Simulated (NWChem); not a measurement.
System: SiH4S2O; SMILES O[SiH](S)S

Here is an NWChem input.

```
start job
memory heap 200 mb stack 900 mb global 1100 mb
geometry units angstroms
  Si    -0.589217    -0.105250     0.088763
  O     -0.722721    -0.112463     1.698370
  S      0.107563     1.818831    -0.562364
  S      0.819502    -1.649896    -0.383666
  H     -1.866387    -0.388485    -0.540109
  H     -0.944020     0.669895     2.196765
  H      0.637390     1.412062    -1.702054
  H      0.570960    -2.349837     0.708733
end
basis spherical
  * library def2-svp
end
dft
  xc pbe0
  iterations 150
end
driver
  maxiter 120
end
task dft optimize
task dft freq
```

Parts of the log:

```
             Northwest Computational Chemistry Package (NWChem) 7.3.0
             --------------------------------------------------------

 C1  symmetry detected

                             Geometry "geometry" -> ""
                             -------------------------

 Output coordinates in angstroms (scale by  1.889725989 to convert to a.u.)

  No.       Tag          Charge          X              Y              Z
 ---- ---------------- ---------- -------------- -------------- --------------
    1 Si                  14.0000    -0.39444929     0.00339846    -0.43847893
    2 O                    8.0000    -1.80161243    -0.10870075     0.34640049
    3 S                   16.0000     0.60902727     1.80943697     0.14702607
    4 S                   16.0000     0.72563252    -1.73413019     0.12722469
    5 H                    1.0000    -0.60012130     0.01571619    -1.87528531
    6 H                    1.0000    -2.30774876     0.65838343     0.60108213
    7 H                    1.0000     1.83319930     1.40416974    -0.13973567
    8 H                    1.0000    -0.34469636    -2.46115018     0.39342786

 Effective nuclear repulsion energy (a.u.)     281.2663140452

                                Z-matrix (autoz)
                                --------

 Units are Angstrom for bonds and degrees for angles

      Type          Name      I     J     K     L     M      Value
      ----------- --------  ----- ----- ----- ----- ----- ----------
    1 Stretch                  1     2                       1.61515
    2 Stretch                  1     3                       2.14745
    3 Stretch                  1     4                       2.14327
    4 Stretch                  1     5                       1.45150
    5 Stretch                  2     6                       0.95365
    6 Stretch                  3     7                       1.32101
    7 Stretch                  4     8                       1.32099
    8 Bend                     1     2     6               122.43484
    9 Bend                     1     3     7                96.65174
   10 Bend                     1     4     8                94.35420
   11 Bend                     2     1     3               109.45031
   12 Bend                     2     1     4               105.71056
   13 Bend                     2     1     5               110.98768
   14 Bend                     3     1     4               111.44644
   15 Bend                     3     1     5               109.20600
   16 Bend                     4     1     5               110.01107
   17 Torsion                  2     1     3     7         155.60796
   18 Torsion                  2     1     4     8          26.01763
   19 Torsion                  3     1     2     6          31.31703
   20 Torsion                  3     1     4     8         144.84306
   21 Torsion                  4     1     2     6         151.45892
   22 Torsion                  4     1     3     7          39.04029
   23 Torsion                  5     1     2     6         -89.28935
   24 Torsion                  5     1     3     7         -82.70689
   25 Torsion                  5     1     4     8         -93.87755

                           NWChem Geometry Optimization
                           ----------------------------

 maximum gradient threshold         (gmax) =   0.000450
 rms gradient threshold             (grms) =   0.000300
 maximum cartesian step threshold   (xmax) =   0.001800
 rms cartesian step threshold       (xrms) =   0.001200
 fixed trust radius                (trust) =   0.300000
 source of zmatrix                         =   autoz

          -------------------
          Energy Minimization
          -------------------

 Using diagonal initial Hessian
 Scaling for Hessian diagonals: bonds = 1.00  angles = 0.25  torsions = 0.10

          --------
          Step   0

                                 NWChem DFT Module
                                 -----------------

 Summary of "ao basis" -> "ao basis" (spherical)
 ------------------------------------------------------------------------------
       Tag                 Description            Shells   Functions and Types
 ---------------- ------------------------------  ------  ---------------------
 Si                         def2-svp                 8       18   4s3p1d
 O                          def2-svp                 6       14   3s2p1d
 S                          def2-svp                 8       18   4s3p1d
 H                          def2-svp                 3        5   2s1p

            General Information
            -------------------
          SCF calculation type: DFT
          Wavefunction type:  closed shell.
          No. of atoms     :     8
          No. of electrons :    58
           Alpha electrons :    29
            Beta electrons :    29
          Charge           :     0
          Spin multiplicity:     1
          Use of symmetry is: off; symmetry adaption is: off
          Maximum number of iterations: 150
          AO basis - number of functions:    88
                     number of shells:    42
          Convergence on energy requested:  1.00D-06
          Convergence on density requested:  1.00D-05
          Convergence on gradient requested:  5.00D-04

              XC Information
              --------------
                         PBE0 Method XC Functional
                     Hartree-Fock (Exact) Exchange  0.250
          PerdewBurkeErnzerhof Exchange Functional  0.750
            Perdew 1991 LDA Correlation Functional  1.000 local
           PerdewBurkeErnz. Correlation Functional  1.000 non-local

             Grid Information
             ----------------
          Grid used for XC integration:  medium
          Radial quadrature: Mura-Knowles
          Angular quadrature: Lebedev.
          Tag              B.-S. Rad. Rad. Pts. Rad. Cut. Ang. Pts.
          ---              ---------- --------- --------- ---------
          Si                  1.10       88           8.0       590
          O                   0.60       49          11.0       434
          S                   1.00       88          11.0       590
          H                   0.35       45          11.0       434
          Grid pruning is: on
          Number of quadrature shells:   493
          Spatial weights used:  Erf1

      Superposition of Atomic Density Guess
      -------------------------------------

 Sum of atomic energies:       -1160.12145113

      Non-variational initial energy
      ------------------------------

 Total energy =   -1161.429204
 1-e energy   =   -2164.660501
 2-e energy   =     721.964983
 HOMO         =      -0.312529
 LUMO         =       0.061818

   convergence    iter        energy       DeltaE   RMS-Dens  Diis-err
 ---------------- ----- ----------------- --------- --------- ---------
 d= 0,ls=0.0,diis     1  -1162.6410590324 -1.44D+03  1.30D-02  6.56D-01
 d= 0,ls=0.0,diis     2  -1162.6284160796  1.26D-02  7.37D-03  8.37D-01
 d= 0,ls=0.0,diis     3  -1162.7140797639 -8.57D-02  1.36D-03  3.20D-02
 d= 0,ls=0.0,diis     4  -1162.7168335056 -2.75D-03  6.16D-04  2.52D-03
 d= 0,ls=0.0,diis     5  -1162.7171921416 -3.59D-04  1.38D-04  1.37D-04
  Resetting Diis
 d= 0,ls=0.0,diis     6  -1162.7172120661 -1.99D-05  2.31D-05  4.26D-06
 d= 0,ls=0.0,diis     7  -1162.7172127604 -6.94D-07  8.48D-06  2.09D-07

         Total DFT energy =    -1162.717212760437
      One electron energy =    -2167.584193769962
           Coulomb energy =      805.617821841986
    Exchange-Corr. energy =      -82.017154877680
 Nuclear repulsion energy =      281.266314045219

 Numeric. integr. density =       57.999995490642

                       DFT Final Molecular Orbital Analysis
                       ------------------------------------

 Vector   27  Occ=2.000000D+00  E=-3.279140D-01
              MO Center= -4.3D-01, -4.6D-01, -1.4D-01, r^2= 4.0D+00
   Bfn.  Coefficient  Atom+Function         Bfn.  Coefficient  Atom+Function
  ----- ------------  ---------------      ----- ------------  ---------------
    24      0.341551  2 O  pz                27      0.267413  2 O  pz
    61      0.246758  4 S  px                69      0.213089  5 H  s
    22      0.205685  2 O  px                62     -0.206482  4 S  py
    58      0.200583  4 S  px                44      0.174168  3 S  py
    70      0.161228  5 H  s                 25      0.147872  2 O  px

[...]

      ----------------------
      Optimization converged
      ----------------------

  Step       Energy      Delta E   Gmax     Grms     Xrms     Xmax
  ---- ---------------- -------- -------- -------- -------- --------
@   33   -1162.72492676 -2.4D-08  0.00003  0.00001  0.00052  0.00106
                                     ok       ok       ok       ok

                                Z-matrix (autoz)
                                --------

 Units are Angstrom for bonds and degrees for angles

      Type          Name      I     J     K     L     M      Value     Gradient
      ----------- --------  ----- ----- ----- ----- ----- ---------- ----------
    1 Stretch                  1     2                       1.66069   -0.00003
    2 Stretch                  1     3                       2.14176    0.00000
    3 Stretch                  1     4                       2.12678    0.00000
    4 Stretch                  1     5                       1.49197    0.00001
    5 Stretch                  2     6                       0.96270   -0.00002
    6 Stretch                  3     7                       1.35127    0.00001
    7 Stretch                  4     8                       1.35238   -0.00001
    8 Bend                     1     2     6               116.91674    0.00000
    9 Bend                     1     3     7                93.80404   -0.00000
   10 Bend                     1     4     8                93.00265    0.00000
   11 Bend                     2     1     3               115.56296    0.00001
   12 Bend                     2     1     4               104.94167   -0.00000
   13 Bend                     2     1     5               109.63841    0.00000
   14 Bend                     3     1     4               105.20122   -0.00000
   15 Bend                     3     1     5               106.69753   -0.00000
   16 Bend                     4     1     5               115.00842    0.00000
   17 Torsion                  2     1     3     7        -104.00868   -0.00000
   18 Torsion                  2     1     4     8          30.27378   -0.00000
   19 Torsion                  3     1     2     6          67.86163    0.00000
   20 Torsion                  3     1     4     8         152.63842    0.00000
   21 Torsion                  4     1     2     6        -176.76731    0.00000
   22 Torsion                  4     1     3     7         140.76814    0.00000
   23 Torsion                  5     1     2     6         -52.72576    0.00000
   24 Torsion                  5     1     3     7          18.16135    0.00000
   25 Torsion                  5     1     4     8         -90.27792   -0.00000

                         Geometry "geometry" -> "geometry"
                         ---------------------------------

 Output coordinates in angstroms (scale by  1.889725989 to convert to a.u.)

  No.       Tag          Charge          X              Y              Z
 ---- ---------------- ---------- -------------- -------------- --------------
    1 Si                  14.0000    -0.20546197    -0.10544784    -0.26070113
    2 O                    8.0000    -1.73222561    -0.06377068     0.39132433
    3 S                   16.0000     1.15687156     1.37136950     0.48105573
    4 S                   16.0000     0.60435344    -1.97209308     0.35819908
    5 H                    1.0000    -0.28557578     0.08867843    -1.73781237
    6 H                    1.0000    -2.27800884     0.69906406     0.17456171
    7 H                    1.0000     1.06722217     2.14034606    -0.62644863
    8 H                    1.0000    -0.60794401    -2.57102280     0.38148260

 Effective nuclear repulsion energy (a.u.)     280.4316225994

                Final and change from initial internal coordinates
                --------------------------------------------------

                                Z-matrix (autoz)
                                --------

 Units are Angstrom for bonds and degrees for angles

[...]

 Rotational Constants
 --------------------
 A=   0.145577 cm-1  (  0.209449 K)
 B=   0.080131 cm-1  (  0.115288 K)
 C=   0.056246 cm-1  (  0.080924 K)

 Temperature                      =   298.15K
 frequency scaling parameter      =   1.0000

 Zero-Point correction to Energy  =   26.646 kcal/mol  (  0.042463 au)
 Thermal correction to Energy     =   31.122 kcal/mol  (  0.049596 au)
 Thermal correction to Enthalpy   =   31.714 kcal/mol  (  0.050540 au)

 Total Entropy                    =   83.409 cal/mol-K
   - Translational                =   40.036 cal/mol-K (mol. weight = 111.9473)
   - Rotational                   =   27.287 cal/mol-K (symmetry #  =        1)
   - Vibrational                  =   16.085 cal/mol-K

 Cv (constant volume heat capacity) =   23.228 cal/mol-K
   - Translational                  =    2.979 cal/mol-K
   - Rotational                     =    2.979 cal/mol-K
   - Vibrational                    =   17.269 cal/mol-K

[normal modes left out]

 ----------------------------------------------------------------------------
 Normal Eigenvalue ||           Projected Infra Red Intensities
  Mode   [cm**-1]  || [atomic units] [(debye/angs)**2] [(KM/mol)] [arbitrary]
 ------ ---------- || -------------- ----------------- ---------- -----------
    1       -0.000 ||    0.000620           0.014         0.605       0.122
    2       -0.000 ||    0.000011           0.000         0.010       0.002
    3        0.000 ||    0.001313           0.030         1.280       0.259
    4        0.000 ||    0.000288           0.007         0.281       0.057
    5        0.000 ||    0.001771           0.041         1.726       0.349
    6        0.000 ||    0.000549           0.013         0.535       0.108
    7       97.750 ||    0.025887           0.597        25.236       5.102
    8      141.475 ||    0.032533           0.751        31.715       6.412
    9      179.488 ||    0.065871           1.520        64.215      12.983
   10      234.464 ||    0.010841           0.250        10.568       2.137
   11      261.899 ||    0.015941           0.368        15.540       3.142
   12      287.873 ||    0.031965           0.737        31.161       6.300
   13      486.703 ||    0.027721           0.640        27.024       5.464
   14      562.425 ||    0.077180           1.781        75.239      15.212
   15      696.340 ||    0.063895           1.474        62.288      12.593
   16      732.014 ||    0.146069           3.370       142.395      28.789
   17      764.885 ||    0.023727           0.547        23.131       4.677
   18      843.523 ||    0.257045           5.930       250.581      50.662
   19      855.544 ||    0.056796           1.310        55.368      11.194
   20      930.195 ||    0.125955           2.906       122.787      24.825
   21     2228.925 ||    0.135649           3.130       132.237      26.736
   22     2711.264 ||    0.001104           0.025         1.076       0.218
   23     2715.265 ||    0.000075           0.002         0.073       0.015
   24     3917.866 ||    0.114886           2.651       111.997      22.643
 ----------------------------------------------------------------------------
```

Level: PBE0/def2-SVP.
